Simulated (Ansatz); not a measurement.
A nudged elastic band was laid between two geometries of CH8BGeNO (13 atoms, charge 0, multiplicity 1).

All numbers below come from Ansatz, RKS revPBE-D4/def2-SVP.

* movable images: 5
* climbing image: yes
* spring: 5.0 eV/Å²
* optimiser: quadratic models (default)
* start path: IDPP
* force threshold: 0.2 eV/Å
* iteration limit: 60
* end points: relaxed

Initial state:

```xyz
13
Properties=species:S:1:pos:R:3
B -1.679 2.014 0.214
N -0.712 1.170 0.781
C 0.286 0.402 0.075
O -0.024 -0.980 0.189
Ge 1.142 -2.192 -0.498
H -2.478 2.568 0.947
H -1.675 2.178 -0.994
H -0.717 0.987 1.789
H 0.284 0.743 -0.986
H 1.299 0.610 0.503
H 1.275 -1.965 -2.032
H 0.495 -3.555 -0.167
H 2.525 -2.015 0.195
```

Final state:

```xyz
13
Properties=species:S:1:pos:R:3
B -1.683 2.012 0.223
N -0.709 1.170 0.782
C 0.285 0.404 0.068
O -0.025 -0.978 0.179
Ge 1.143 -2.192 -0.501
H -1.688 2.179 -0.983
H -2.477 2.561 0.964
H -0.707 0.985 1.789
H 0.278 0.749 -0.992
H 1.301 0.611 0.492
H 1.285 -1.968 -2.034
H 0.493 -3.553 -0.168
H 2.524 -2.013 0.197
```

Question: Which bonds break or form, and what moves?

Answer: No bond is made or broken. The dihedral H7–B1–N2–C3 goes from -3 to 178°. The two ends are copies of one structure, up to a mirror image or an exchange of like atoms.

Question: Give the energies along the band, and the barrier.

Answer: The forces met the threshold. The highest image is number 3 of 0 to 6, 1.45 eV above the ends, which have the same energy within 2 meV. The threshold of 0.2 eV/Å is loose, so the images may lie well off the minimum-energy path. The order of the stationary point at the top wasn't checked.

```
image  path coordinate (Å)  energy (eV)  dihedral H7–B1–N2–C3 (°)
    0                 0.00         0.00                        -3
    1                 0.98         0.12                       -28
    2                 1.95         0.77                       -73
    3                 2.93         1.45                      -121
    4                 3.97         0.51                      -151
    5                 5.01         0.03                       177
    6                 6.05         0.00                       178
```

Question: What is the geometry of the highest image?

Answer: 
```xyz
13
Properties=species:S:1:pos:R:3
B -1.483 1.959 0.119
N -0.149 1.612 0.659
C 0.555 0.523 0.029
O -0.122 -0.735 0.225
Ge 0.675 -2.259 -0.356
H -2.407 1.157 0.094
H -1.675 3.090 -0.308
H -0.250 1.380 1.660
H 0.658 0.747 -1.060
H 1.587 0.464 0.453
H 0.678 -2.290 -1.913
H -0.189 -3.395 0.240
H 2.142 -2.287 0.172
```

The band took 10 iterations and of the order of 5 core-minutes.

The run took 2.5 min on 2 threads of Arm Neoverse V1, with other jobs on the host, peak memory 0.17 GiB.
